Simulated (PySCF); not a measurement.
**From computed data to an observable: chemical shift, span and skew from a shielding tensor**

F2H2O2Si, SMILES O[Si](O)(F)F. Atoms are numbered in the order given.

```xyz
7

O     -0.2512     1.5997    -0.1315
Si     0.0147    -0.0078     0.0089
O      1.6152    -0.3015    -0.0199
F     -0.7644    -0.7859    -1.1664
F     -0.5854    -0.6064     1.3716
H     -1.1466     1.9112    -0.2975
H      2.1771     0.3420    -0.4627
```

Coordinates come from a ωB97X-D3(BJ)/def2-SVP optimisation. One conformer was computed; it need not be the lowest.

GIAO shieldings from PBE0/pcSseg-1 run with PySCF, non-relativistic, no solvent. The symmetric part of the tensor of F4 has the principal values 279.9, 290.2, 408.2 ppm. The same nucleus in CFCl3 has σ = 167.2 ppm at this level (PySCF, at its B3LYP-D3(BJ)/def2-TZVP geometry).

Work out the isotropic shielding, the ¹⁹F shift against CFCl3, the span and the skew.


σ(iso) = (σ11 + σ22 + σ33)/3 = 326.1 ppm. δ = σ(ref) − σ(iso) = 167.2 − (326.1) = -158.9 ppm.
Span Ω = σ33 − σ11 = 128.3 ppm. Skew κ = 3(σ(iso) − σ22)/Ω = 0.84. Tumbling in solution averages the tensor to δ; in a static solid the shielding alone would spread this spin-1/2 line over Ω.
